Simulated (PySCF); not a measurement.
PySCF input file for Cl3Si, SMILES Cl[Si](Cl)Cl (connectivity only; charge and spin as stated), charge +1, multiplicity 1, PBE/pcSseg-2. Coordinates come from a B3LYP-D3(BJ)/def2-SVP optimisation. The spin state was assumed, not searched. The isomer is the one that the SMILES or the coordinates give; other isomers of the formula were not compared.

```python
import numpy as np
from pyscf import gto, scf, dft
from pyscf.prop.nmr import rks as nmr

mol = gto.M(
    atom='''
    Cl    1.97325199   -0.00000000    0.00000000
    Si   -0.00000000   -0.00000000   -0.00000000
    Cl   -0.98662600   -1.70888635    0.00000000
    Cl   -0.98662599    1.70888635    0.00000000
    ''',
    basis='pcSseg-2',
    charge=1,
    spin=0,
    max_memory=1600,
    verbose=3,
)
mf = dft.RKS(mol, xc='pbe').density_fit(auxbasis='def2-universal-jkfit')
mf.grids.level = 3
mf.conv_tol = 1e-10
mf.max_cycle = 100
mf.kernel()
n = nmr.NMR(mf)
n.verbose = 2
n.max_cycle_cphf = 60
sigma = n.kernel()
print('atom   isotropic/ppm   span/ppm')
for i, s in enumerate(sigma):
    w = np.linalg.eigvalsh((s + s.T) / 2)
    print(f'{mol.atom_symbol(i):2s}{i + 1:3d} {w.mean():14.3f} {w[2] - w[0]:11.3f}')
```

Log of the run:

```
converged SCF energy = -1669.29118503351
atom   isotropic/ppm   span/ppm
Cl  1        577.829     462.392
Si  2        234.169      35.310
Cl  3        577.827     462.392
Cl  4        577.827     462.392
```

The run converged.
